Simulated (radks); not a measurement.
Problem. Spherical quantum dot in the effective-mass picture: electrons in a hard-walled sphere of radius 6.59, with a point charge +1 (a donor) at the centre, all in effective atomic units (hartree* = m*/eps^2 hartree, bohr* = eps/m* bohr), one dielectric constant everywhere. Calculated with a radial shooting solver with Libxc functionals: non-relativistic Kohn-Sham, PBE, spin-polarised, spherical densities. Levels are named by radial order and angular momentum (1s, 1p, 1d, 2s, ...), and open shells are averaged over m. At N = 1 the configuration is 1s(up 1, down 0). Does electron 2 go into 1p up or 1s down?

Solution. Into 1s down. The total energies of the other choices lie higher by 0.195 hartree* (1p up).
